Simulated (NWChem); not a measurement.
**Correlation energy of AlCl**

```xyz
2

Al     0.0000     0.0000    -1.2166
Cl     0.0000     0.0000     0.9303
```
Charge 0, spin multiplicity 1.

Everything below was run with NWChem. The geometry was optimised at PBE0/def2-SVP, a minimum by its harmonic frequencies.

Basis set: cc-pVQZ. Each correlation energy counts from its own Hartree-Fock reference.

The correlated methods keep 10 core orbitals frozen. The structure started from a generated list of species. Coupled-cluster values serve here as a point of comparison, not as the truth.

```json
[
 {"method": "RI-MP2", "correlation energy (mHa)": "-264.4"},
 {"method": "MP2", "correlation energy (mHa)": "-264.4"},
 {"method": "SCS-MP2", "correlation energy (mHa)": "(withheld)"},
 {"method": "CR-CCSD[T]", "correlation energy (mHa)": "-299.1"},
 {"method": "CR-CCSD(T)", "correlation energy (mHa)": "-299.0"},
 {"method": "CCSD", "correlation energy (mHa)": "(withheld)"},
 {"method": "CCSD+T(CCSD)", "correlation energy (mHa)": "-301.7"},
 {"method": "CCSD(T)", "correlation energy (mHa)": "-301.6"}
]
```

Task: Some entries are withheld; supply them.

Result: 
- SCS-MP2, correlation energy (mHa): -266.5
- CCSD, correlation energy (mHa): -288.5
